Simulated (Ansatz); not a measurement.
Program: Ansatz. Geometries: PBE0-D4/def2-TZVP. ΔE: electronic, gas phase. CBS: MP2 limit from def2 TZ/QZ plus the TZ coupled-cluster correction, frozen cores. DFT in def2-TZVPP. Elements past krypton have def2 core potentials. For Sb outer-core shells are correlated without core-valence functions, which leaves a few kJ/mol of doubt a bond. Each species was taken in one conformer, which may not be the lowest.

Reaction (redistribution): `N[Si](O)(F)Cl` + `[CH3][Sb]([SiH3])[SH]` → `O[Si](F)([SiH3])Cl` + `[CH3][Sb]([NH2])[SH]`

```csv
level,ΔE (eV)
ωB97X-V,1.11
r2SCAN,1.15
```

Question: What does CCSD(T)/CBS give? (An estimate is asked.)

Answer: Ansatz gave: +1.17 eV. The listed levels differ from it by -0.06, -0.02 eV.

Largest T1 diagnostic among the species: 0.013.

From PBE to PBE0 (25 % exact exchange), in def2-TZVPP and without D4, ΔE moves by +0.12 eV. The D4 term adds +0.04 eV with B3LYP and +0.02 eV with PBE0; it sums over pairs of atoms, weighted by their polarisabilities, and B3LYP, whose exchange is more repulsive, gets the larger term.

B3LYP here is the variant with VWN-RPA as its local correlation; programs differ in this.
